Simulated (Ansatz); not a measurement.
Geometry optimisation, UKS PBE-D4/def2-SVP in Ansatz.

input.yaml

```yaml
crystal:
  periodic: [false, false, false]
  atoms:
    - { symbol: B, position_ang: [-0.579, -0.207, -0.0951] }
    - { symbol: O, position_ang: [0.8822, 0.7423, -0.2477] }
    - { symbol: Cl, position_ang: [-0.3257, -1.8284, -0.6811] }
    - { symbol: Cl, position_ang: [-1.9662, 0.7196, -0.5246] }
    - { symbol: H, position_ang: [0.5973, 0.3639, 0.9423] }
    - { symbol: H, position_ang: [-0.1751, -0.0859, 1.3601] }
    - { symbol: H, position_ang: [1.5665, 0.2954, -0.7538] }
magnetization:
  spin_polarized: true
basis:
  gaussian: { orbitals: def2-SVP }
hamiltonian:
  xc: pbe
  dispersion: d4
relax:
  f_tol: 0.15
  max_steps: 25
  restrain:
    - { distance: [0, 5], at: 1.15, k: 30.0 }
    - { distance: [4, 1], at: 0.97, k: 30.0 }
    - { distance: [0, 1], at: 2.8, k: 30.0 }
    - { distance: [4, 5], at: 1.92, k: 30.0 }
```

Run as:

```bash
$ ansatz run input.yaml --threads 2 --pin off --max-ram 3072MiB --backend cpu --events-out ev --progress --plain --runs-dir out
```

Where does it end, and by what steps?

The run converged. The restraints hold the end off the free minimum. After 7 steps the energy has fallen by 0.938 eV (the restraints' own energy left out); H5 moved furthest, 0.66 Å. Joined: B1–H6 (1.52 → 1.18 Å), O2–H5 (1.28 → 0.98 Å).

| step | energy less start (eV) | largest force component (eV/Å) | accepted |
| --- | --- | --- | --- |
| 0 | 0.0000 | 2.832 | yes |
| 1 | -0.2325 | 2.978 | yes |
| 2 | -0.8036 | 1.786 | yes |
| 3 | -0.8135 | 1.986 | yes |
| 4 | -0.8119 | 1.306 | yes |
| 5 | -0.8604 | 2.230 | yes |
| 6 | -0.9306 | 0.959 | yes |
| 7 | -0.9377 | 0.798 | yes |

```xyz
7
Properties=species:S:1:pos:R:3
B -0.980 -0.461 0.134
O 1.352 1.030 -0.239
Cl -0.525 -1.895 -0.769
Cl -2.251 0.598 -0.428
H 1.038 0.751 0.641
H -0.496 -0.274 1.192
H 1.862 0.251 -0.531
```

The run took 18 s on 2 threads of Intel(R) Xeon(R) Platinum 8259CL CPU @ 2.50GHz (Skylake/Cascade Lake), with other jobs on the host, peak memory 0.18 GiB.
